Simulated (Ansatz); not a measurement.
Consider the atomization: `Cl[CH2][ZnH]` → C• + Cl• + 3 H• + Zn (atom).

Isolated molecules relaxed with PBE0-D4/def2-TZVP in Ansatz; ΔE leaves out vibrations. CCSD(T)/CBS is the MP2 limit (def2-TZVPP, def2-QZVPP) plus CCSD(T) − MP2 in def2-TZVPP, frozen cores. This one scheme is used for every species, atoms too. Functionals use def2-TZVPP. Open shells (•) are unrestricted, without spin–orbit coupling. Spin–orbit coupling would lower the free atoms: a little for C, Cl. For Zn outer-core shells are correlated without core-valence functions, so the limit isn't a true one: a few kJ/mol of doubt a bond, and 10 to 20 or more in all where bonds break to atoms. Scalar relativity is left out up to krypton.

| level | ΔE (kJ/mol) |
| --- | --- |
| BLYP-D4 | 1570.1 |
| CAM-B3LYP-D4 | 1599.4 |
| BHLYP | 1530.7 |
| MP2/def2-TZVPP | 1590.4 |

What does CCSD(T)/CBS give? (Best estimate.)

The calculation gave: +1599.7 kJ/mol. The listed levels differ from it by -29.6, -0.3, -69.0, -9.3 kJ/mol.

What do rigid-rotor, harmonic-oscillator terms from PBE0-D4/def2-TZVP frequencies (298.15 K, 1 bar) make of the CCSD(T)/CBS value? (Best estimate.)

Computed: ΔZPE = -88.3 kJ/mol, ΔH = +1534.1 kJ/mol, ΔS = 531 J/(mol·K), ΔG = +1375.7 kJ/mol. Open shells count their whole term as degenerate.

Largest T1 diagnostic among the species: 0.017.

From PBE to PBE0 (25 % exact exchange), in def2-TZVPP and without D4, ΔE moves by −17.8 kJ/mol: exact exchange takes away binding that semilocal exchange gives to molecules. In def2-TZVPP, CCSD(T) changes the Hartree–Fock value by +412.2 kJ/mol (the triples alone add +26.4 kJ/mol) and MP2 by +443.7 kJ/mol; breaking electron pairs costs correlation energy, which Hartree–Fock lacks.

For atomizations the MP2-based limit and the directly extrapolated one differ by several kJ/mol either way, and by 10 to 25 for some Ge, Se and Sn compounds, so smaller differences from it don't rank the levels.
